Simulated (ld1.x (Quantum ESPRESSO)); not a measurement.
Configuration tests for hafnium (ultrasoft)

```
Element                 : Hf (Z = 72)
Generator               : ld1.x (Quantum ESPRESSO) 7.5
Type                    : ultrasoft
Functional              : PBE
Relativity              : fully relativistic
Frozen core             : [Kr] 4d10 4f14
Valence charge          : 12
Reference configuration : 5s2 5p6 5d2.5 6s1.5 6p0
Partial waves           : 5s (bound): rcut 1.45, rcutus 1.85 bohr; 6s (bound): rcut 1.45, rcutus 1.85 bohr; 5p (bound): rcut 2.10, rcutus 2.45 bohr; 6p (bound, empty): rcut 2.10, rcutus 2.45 bohr; 5d (bound): rcut 1.60, rcutus 2.10 bohr; 5d channel at 4.5 Ry: rcut 1.60, rcutus 2.10 bohr
Local potential         : all-electron potential smoothed inside 1.80 bohr (lloc = -2)
Core correction         : Bessel-smoothed model core inside 1.00 bohr
Augmentation charge     : PSQ, radius 1.10 bohr
```

Open shells are filled in proportion to 2j + 1 (rel_dist='average').

Energies are relative to the spin-unpolarised reference configuration 5s2 5p6 5d2.5 6s1.5 6p0; without spin polarisation the order of configurations can differ from experiment.

```json
{"valence configuration": "5s2 5p6 5d2 6s2 6p0", "charge": "0", "ΔE all-electron (eV)": "-1.253", "error AE − PS (meV)": "-11"}
{"valence configuration": "5s2 5p6 5d2 6s0 6p0", "charge": "+2", "ΔE all-electron (eV)": "20.906", "error AE − PS (meV)": "-8.7"}
{"valence configuration": "5s2 5p6 5d2 6s1 6p1", "charge": "0", "ΔE all-electron (eV)": "2.545", "error AE − PS (meV)": "-5.4"}
{"valence configuration": "5s2 5p6 5d3 6s0 6p0", "charge": "+1", "ΔE all-electron (eV)": "8.738", "error AE − PS (meV)": "-37"}
{"valence configuration": "5s2 5p6 5d3 6s1 6p0", "charge": "0", "ΔE all-electron (eV)": "1.335", "error AE − PS (meV)": "-8.9"}
```

Task: What are ΔE and the potential's error for 5s2 5p6 5d2 6s1 6p0?

Result: ΔE = 6.726 eV all-electron; the error (AE − PS) is -3.8 meV.

Task: What are ΔE and the potential's error for 5s2 5p6 5d1 6s2 6p0?

Result: ΔE = 5.247 eV all-electron; the error (AE − PS) is -123 meV.

Levels in the configuration 5s2 5p6 5d2 6s1 6p1:

```json
{"level": "5s j=1/2", "all-electron (eV)": "-68.314", "pseudo (eV)": "-68.319"}
{"level": "5p j=1/2", "all-electron (eV)": "-42.596", "pseudo (eV)": "-42.590"}
{"level": "5p j=3/2", "all-electron (eV)": "-34.822", "pseudo (eV)": "-34.820"}
{"level": "5d j=3/2", "all-electron (eV)": "-4.158", "pseudo (eV)": "-4.231"}
{"level": "5d j=5/2", "all-electron (eV)": "-3.679", "pseudo (eV)": "-3.676"}
{"level": "6s j=1/2", "all-electron (eV)": "-5.992", "pseudo (eV)": "-5.985"}
{"level": "6p j=1/2", "all-electron (eV)": "-2.376", "pseudo (eV)": "-2.374"}
{"level": "6p j=3/2", "all-electron (eV)": "-1.939", "pseudo (eV)": "-1.936"}
```
